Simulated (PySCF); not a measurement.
**Dipole moment and polarisability of `FC(F)=C(F)c1ccon1`**

C5H2F3NO.
Numbering: `[F:1][C:2]([F:3])=[C:4]([F:5])[c:6]1[cH:7][cH:8][o:9][n:10]1` (hydrogens: H11 on C7; H12 on C8)

Geometry (GFN2-xTB, Å), atoms numbered from 1 in this order:
```
atom  x, y, z in Å
F1    -3.5498    0.1629    0.3468
C2    -2.3326   -0.2408    0.0252
F3    -2.3775   -1.3198   -0.7273
C4    -1.2081    0.3667    0.4132
F5    -1.3125    1.4659    1.1851
C6     0.1416   -0.0375    0.0872
C7     1.3386    0.6112    0.5009
C8     2.3122   -0.1541   -0.0645
O9     1.7574   -1.1578   -0.7464
N10    0.4228   -1.0874   -0.6541
H11    1.4270    1.4856    1.1084
H12    3.3821   -0.0956   -0.0593
```

Level: PBE0/def2-SVPD (PySCF), static field, nuclei fixed, core orbitals frozen in the response. The polarisability tensor in these axes (au):

```
x   101.35   1.68  -0.75
y     1.68  59.25  11.99
z    -0.75  11.99  50.38
```

Problem. Diagonalise the tensor; give its mean and Δα, where Δα² is half the sum of the squared differences of the eigenvalues.

Solution. Principal values 41.99, 67.57 and 101.42 au; mean 70.33 au = 10.42 Å³ = 11.60 × 10⁻⁴⁰ C²·m²/J; Δα = 51.63 au (73 % of the mean).

Problem. What is the dipole moment, and where does it point?

Solution. (2.28, 1.52, 0.99) D, 2.92 D in size, pointing from the negative to the positive side. Measured along this direction, the outermost atoms are F3 at the negative end and H12 at the positive end.

Problem. Sum over states: ᾱ = Σ f/ω², ω in Eh. What share falls to these 6 lowest TDDFT singlets (eV, f)? 5.47, 0.1700; 5.96, 0.0043; 6.01, 0.0070; 6.42, 0.0024; 6.64, 0.4654; 7.09, 0.0019.

Solution. They add up to 12.34 au, 17.6 % of the 70.33 au; the largest single term is 7.83 au, from the state at 6.64 eV. Terms in order: 4.21, 0.09, 0.14, 0.04, 7.83, 0.03 au. Higher excitations give the rest. The strengths listed sum to 0.651.

Problem. Estimate the molar refractivity from the static electronic polarisability.

Solution. Lorentz–Lorenz: R = (4π/3)N_A α = 2.5225 cm³/(mol·Å³) × 10.42 Å³ = 26.3 cm³/mol, in the limit of long wavelengths.

Problem. Find the Langevin capture rate constant for NO+ (29.998 u) meeting this molecule (149.009 u), k = 2.342 × 10⁻⁹ cm³/s × √(α in Å³ / reduced mass in u).

Solution. The reduced mass is 24.97 u, so k = 1.51 × 10⁻⁹ cm³/s. The formula leaves out the permanent dipole, which adds to the capture rate.

Problem. Give the principal axes and the span of the nuclei along them.

Solution. Largest value along (1.00, 0.04, -0.01), where the nuclei span 6.92 Å; middle along (-0.03, 0.82, 0.57), 3.35 Å; least along (0.03, -0.57, 0.82), 0.00 Å. The response follows the extents in order.

Problem. Traceless (Buckingham) quadrupole moment about the centre of nuclear charge: eigenvalues?

Solution. -10.29, -1.56, 11.85 D·Å. The values depend on the origin, since the dipole doesn't vanish. The electronic extent ⟨r²⟩ about the same centre is 1433 bohr², a root-mean-square distance of 2.33 Å for the 74 electrons.

Geometry: GFN2-xTB, one conformer, isolated molecule.

These values come from a run that also computed excited states. The run took 46 s on one thread of an Arm Neoverse V1 (shared host), and the process peaked at 0.91 GiB of memory.
